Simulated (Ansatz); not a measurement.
Complex (SMILES): F (HF) with Cl (HCl), atoms 1 to 2 the first; geometry from B3LYP-D3(BJ)/def2-TZVP, monomers rigid:
```xyz
4

F     -0.1993     0.2587    -0.2561
H     -0.6953    -0.4360     0.1164
Cl    -1.4096    -2.1732     1.4289
H     -0.3348    -2.0986     2.1286
```

Basis-set convergence of the counterpoise-corrected interaction energy at CCSD(T) with Ansatz (a quantum-chemistry and plane-wave program). All functions are spherical. Cores are frozen. No added dispersion term, no relativity. Functions are those of the species that has most. Reference: Hartree-Fock in aug-cc-pV(Q+d)Z plus the correlation part extrapolated as X^-3 from aug-cc-pV(T+d)Z and aug-cc-pV(Q+d)Z, -3.03 kcal/mol, itself unsure by roughly 0.04 kcal/mol (a third of the extrapolation step and of the last Hartree-Fock step).

```json
[
 {"basis": "STO-3G", "functions": "16", "counterpoise-corrected interaction energy (kcal/mol)": "(withheld)"},
 {"basis": "6-31G", "functions": "26", "counterpoise-corrected interaction energy (kcal/mol)": "-0.33"},
 {"basis": "def2-SVP", "functions": "42", "counterpoise-corrected interaction energy (kcal/mol)": "(withheld)"},
 {"basis": "pcseg-2", "functions": "92", "counterpoise-corrected interaction energy (kcal/mol)": "-2.27"},
 {"basis": "def2-TZVPP", "functions": "101", "counterpoise-corrected interaction energy (kcal/mol)": "(withheld)"},
 {"basis": "jun-cc-pV(T+d)Z", "functions": "115", "counterpoise-corrected interaction energy (kcal/mol)": "-2.54"},
 {"basis": "def2-TZVPPD", "functions": "125", "counterpoise-corrected interaction energy (kcal/mol)": "-2.53"},
 {"basis": "aug-pcseg-2", "functions": "142", "counterpoise-corrected interaction energy (kcal/mol)": "-2.62"},
 {"basis": "pcseg-4", "functions": "328", "counterpoise-corrected interaction energy (kcal/mol)": "(withheld)"}
]
```

Fill in the missing entries.


- STO-3G, counterpoise-corrected interaction energy (kcal/mol): 2.17
- def2-SVP, counterpoise-corrected interaction energy (kcal/mol): -2.06
- def2-TZVPP, counterpoise-corrected interaction energy (kcal/mol): -2.39
- pcseg-4, counterpoise-corrected interaction energy (kcal/mol): -2.92
